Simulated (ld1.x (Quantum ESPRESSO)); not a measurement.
# Fe: variants of one TM potential

Base potential:

| Quantity | Value |
| --- | --- |
| Element | iron (Fe) |
| Generator | ld1.x (Quantum ESPRESSO) 7.5 |
| Type | norm-conserving Troullier–Martins (Kleinman–Bylander form) |
| Functional | LDA (PZ) |
| Relativity | scalar-relativistic |
| Frozen core | [Ne] |
| Valence charge | 16 |
| Reference configuration | 3s2 3p6 3d7 4s1 4p0 |
| Partial waves | 3p (bound): rc 0.90 bohr; 3d (bound): rc 1.30 bohr; 3s (bound): rc 1.20 bohr |
| Local potential | the s channel |
| Core correction | a·sin(br)/r model core inside 0.50 bohr |

Occupied shells without a wave of their own: 4s. They enter only through the test configuration that unscreens the potential, and ld1.x also counts them in the model core charge.

Cutoffs, loose and tight: the cutoffs (Ry, on a coarse ladder) from which the occupation-weighted sum of valence levels, in a spherical-Bessel basis at the reference potential, stays within 10 and 1 mRy of its value at 400 Ry. They do not see the model core or the augmentation charge, which bear on the density cutoff. Test errors are all-electron minus pseudo excitation energies from the reference, over the configurations 3s2 3p6 3d6 4s2 4p0; 3s2 3p6 3d6 4s1 4p0; 3s2 3p6 3d6 4s0 4p0; 3s2 3p6 3d4 4s0 4p0; 3s2 3p6 3d6 4s0 4p2; 3s2 3p6 3d6 4s1.5 4p0; 3s2 3p5 3d6 4s2 4p0 (two spin-polarised tests are not counted in the largest error). A dash means not determined; rows that change the core or the reference have their own tests. The largest error is taken over the tests solved by every variant that gives reliable tests at all: 3s2 3p5 3d6 4s2 4p0; 3s2 3p6 3d6 4s0 4p0; 3s2 3p6 3d6 4s0 4p2; 3s2 3p6 3d6 4s1 4p0; 3s2 3p6 3d6 4s2 4p0.

With those shells counted twice in exchange and correlation these files are broken, and their errors move erratically; no question is asked of them.

```csv
change,outcome,"cutoff, loose","cutoff, tight",bound ghosts,largest test error (meV)
base,"generated, misses its reference levels by 0.44 eV",140 Ry,260 Ry,none,-1323
core correction none,"generated, misses its reference levels by 0.44 eV",140 Ry,260 Ry,none,+1078
type RRKJ; rho0 0.001,"generated, misses its reference levels by 0.44 eV",160 Ry,260 Ry,none,-1326
wave 3d (bound): rc 1.30 bohr becomes 3d (bound): rc 1.36 bohr,"generated, misses its reference levels by 0.44 eV",140 Ry,230 Ry,none,-1324
local potential the p channel,"generated, misses its reference levels by 0.20 eV",140 Ry,260 Ry,none,-832
reference 3s2 3p6 3d6.5 4s1.5 4p0,"generated, misses its reference levels by 0.50 eV",140 Ry,260 Ry,none,-2928
"all radii but the core radius scaled by about 1.04 (s 1.24, p 0.94, d 1.36 bohr)","generated, misses its reference levels by 0.50 eV",140 Ry,230 Ry,none,-1456
wave 3s (bound): rc 1.20 bohr becomes 3s (bound): rc 0.82 bohr,generated,200 Ry,over 300 Ry,none,-471
wave 3p (bound): rc 0.90 bohr becomes 3p (bound): rc 0.72 bohr,"generated, misses its reference levels by 0.44 eV",140 Ry,260 Ry,none,-1323
```
